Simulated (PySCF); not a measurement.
# Mayer bond orders and bond lengths

Species: C3H9FSi2.
SMILES with atom numbers: `[F:1][Si@H:2]1[CH2:3][CH2:4][CH2:5][SiH2:6]1` (hydrogens: H7 on Si2; H8, H9 on C3; H10, H11 on C4; H12, H13 on C5; H14, H15 on Si6)

Cartesian coordinates in Å at the GFN2-xTB level; atoms count from 1:
```xyz
15
C3H9FSi2 angstrom
F     -1.7902    2.3027   -0.5181
Si    -1.0387    1.2588    0.4750
C     -1.3129   -0.5077   -0.2024
C     -0.0431   -1.3287    0.0402
C      1.2077   -0.6060   -0.4712
Si     1.2527    1.1721    0.2439
H     -1.7461    1.4987    1.7294
H     -2.1666   -1.0171    0.2452
H     -1.5076   -0.4593   -1.2764
H      0.0638   -1.5124    1.1135
H     -0.1322   -2.3046   -0.4469
H      1.1691   -0.5640   -1.5619
H      2.0950   -1.1854   -0.2156
H      1.9412    2.0763   -0.6836
H      2.0034    1.1847    1.5069
```

Bond orders from the PBE0/pcSseg-1 density (PySCF). Isolated species at its GFN2-xTB geometry (one conformer only).

Question: How far do the computed orders between heavy atoms stray from the drawn ones?

Answer: The largest departure is 0.105, at Si2–C3 (drawn single, 0.895).

Question: Give the Mayer order of every bond, beside its length.

Answer: 
```json
{"bond": "F1–Si2", "drawn as": "single", "length (Å)": "1.625", "Mayer order": "0.907"}
{"bond": "Si2–C3", "drawn as": "single", "length (Å)": "1.912", "Mayer order": "0.895"}
{"bond": "C3–C4", "drawn as": "single", "length (Å)": "1.531", "Mayer order": "1.026"}
{"bond": "C4–C5", "drawn as": "single", "length (Å)": "1.532", "Mayer order": "1.026"}
{"bond": "C5–Si6", "drawn as": "single", "length (Å)": "1.917", "Mayer order": "0.903"}
{"bond": "Si6–Si2", "drawn as": "single", "length (Å)": "2.305", "Mayer order": "0.903"}
{"bond": "Si2–H7", "drawn as": "single", "length (Å)": "1.460", "Mayer order": "0.907"}
{"bond": "C3–H8", "drawn as": "single", "length (Å)": "1.090", "Mayer order": "0.948"}
{"bond": "C3–H9", "drawn as": "single", "length (Å)": "1.093", "Mayer order": "0.942"}
{"bond": "C4–H10", "drawn as": "single", "length (Å)": "1.094", "Mayer order": "0.949"}
{"bond": "C4–H11", "drawn as": "single", "length (Å)": "1.094", "Mayer order": "0.947"}
{"bond": "C5–H12", "drawn as": "single", "length (Å)": "1.092", "Mayer order": "0.945"}
{"bond": "C5–H13", "drawn as": "single", "length (Å)": "1.090", "Mayer order": "0.950"}
{"bond": "Si6–H14", "drawn as": "single", "length (Å)": "1.467", "Mayer order": "0.950"}
{"bond": "Si6–H15", "drawn as": "single", "length (Å)": "1.469", "Mayer order": "0.929"}
```

Question: Sum the orders of all bonds at each heavy atom with more than one neighbour and set the sums beside the valence in the SMILES.

Answer: Si2 3.612 (drawn 4), C3 3.811 (drawn 4), C4 3.948 (drawn 4), C5 3.824 (drawn 4), Si6 3.685 (drawn 4). Orders between atoms that aren't bonded are not in these sums.

For a closed shell the Mayer order of atoms A and B is Σ (PS)μν (PS)νμ over the basis functions μ on A and ν on B, with P the density and S the overlap matrix.

These values come from a run that also computed NMR shieldings. Time: 34 s wall. Hardware: one thread, Arm Neoverse N1, shared host.
